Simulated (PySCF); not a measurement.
Compound: C7H12N2O.
SMILES with atom numbers: `[CH3:1][CH:2]([CH3:3])[C@H:4]([C:5]#[N:6])[CH2:7][NH:8][CH:9]=[O:10]` (hydrogens: H11, H12, H13 on C1; H14 on C2; H15, H16, H17 on C3; H18 on C4; H19, H20 on C7; H21 on N8; H22 on C9)

Computed by this run: PySCF 2.14.0, PBE0-D3(BJ)/def2-SVP geometry optimisation, gas phase; density fitting, grid level 1; the optimiser is geomeTRIC in internal coordinates, started from a GFN2-xTB structure with every atom displaced at random (about 0.01 Å).

Geometry at step 3:
```
atom  x, y, z in Å
C1     -1.2078    1.0414    0.7473
C2     -0.8497    0.1381   -0.4316
C3     -2.0882   -0.3806   -1.1578
C4      0.0602   -1.0317   -0.0008
C5     -0.6170   -1.8790    0.9855
N6     -1.1482   -2.5341    1.7776
C7      1.4313   -0.6047    0.5607
N8      2.2107    0.1691   -0.3724
C9      2.4177    1.5041   -0.2371
O10     1.9634    2.1656    0.6622
H11    -0.3135    1.4278    1.2581
H12    -1.8272    0.5044    1.4736
H13    -1.8084    1.9031    0.4190
H14    -0.2518    0.7149   -1.1550
H15    -1.8200   -0.9801   -2.0407
H16    -2.7074   -1.0100   -0.5022
H17    -2.7172    0.4519   -1.5009
H18     0.2371   -1.6702   -0.8816
H19     1.2971    0.0162    1.4563
H20     1.9848   -1.4990    0.8645
H21     2.5998   -0.2946   -1.1821
H22     3.0584    1.9190   -1.0575
```

**Question.** What forces act on the atoms?

**Answer.** 
| atom | Fx (eV/Å) | Fy (eV/Å) | Fz (eV/Å) |
| --- | --- | --- | --- |
| C1 | -0.019 | 0.041 | -0.147 |
| C2 | -0.118 | 0.057 | 0.092 |
| C3 | 0.080 | 0.035 | 0.016 |
| C4 | -0.091 | 0.013 | 0.178 |
| C5 | 0.120 | 0.020 | -0.094 |
| N6 | -0.034 | -0.028 | 0.037 |
| C7 | -0.068 | 0.241 | -0.091 |
| N8 | -0.017 | -0.244 | -0.115 |
| C9 | -0.073 | -0.230 | -0.078 |
| O10 | 0.045 | 0.391 | 0.151 |
| H11 | -0.049 | 0.061 | -0.081 |
| H12 | -0.061 | -0.199 | 0.187 |
| H13 | 0.099 | 0.024 | -0.109 |
| H14 | 0.046 | 0.080 | -0.012 |
| H15 | 0.022 | -0.026 | -0.025 |
| H16 | -0.013 | -0.036 | 0.077 |
| H17 | -0.009 | 0.074 | -0.014 |
| H18 | 0.009 | -0.055 | -0.101 |
| H19 | -0.006 | -0.004 | 0.004 |
| H20 | 0.140 | -0.177 | 0.035 |
| H21 | 0.075 | -0.027 | -0.039 |
| H22 | -0.078 | -0.009 | 0.129 |

The largest, 0.42 eV/Å, acts on O10; the rms over all components is 0.106 eV/Å. The forces sum to zero within rounding, as they must for an isolated molecule in no field.

**Question.** Give the force on O10 in Eh/bohr and in nN.

**Answer.** 0.421 eV/Å ÷ 51.422 = 0.00819 Eh/bohr, and 0.421 eV/Å × 1.602 = 0.67 nN.

**Question.** How far is this geometry from the end of the optimisation?

**Answer.** 0.020 eV above it, and 0.056 Å rms away after alignment. The bonds farthest from their final lengths, with half the difference of the two atoms' forces along the bond (positive lengthens):

```json
{"bond": "C1–H12", "now (Å)": "1.095", "final (Å)": "1.102", "force along bond (eV/Å)": "+0.18"}
{"bond": "C7–H20", "now (Å)": "1.095", "final (Å)": "1.101", "force along bond (eV/Å)": "+0.24"}
{"bond": "C9–H22", "now (Å)": "1.121", "final (Å)": "1.116", "force along bond (eV/Å)": "-0.04"}
{"bond": "C1–C2", "now (Å)": "1.528", "final (Å)": "1.524", "force along bond (eV/Å)": "-0.11"}
{"bond": "C4–H18", "now (Å)": "1.102", "final (Å)": "1.106", "force along bond (eV/Å)": "+0.14"}
{"bond": "C9=O10", "now (Å)": "1.205", "final (Å)": "1.209", "force along bond (eV/Å)": "+0.23"}
```

The angle farthest from its final value is H12–C1–H13, 105.9° against 107.5°.

The cost below is that of the whole optimisation. Hardware: one thread of an Arm Neoverse V1, shared host. Cost: 4.1 min of wall time, 0.88 GiB resident at most.
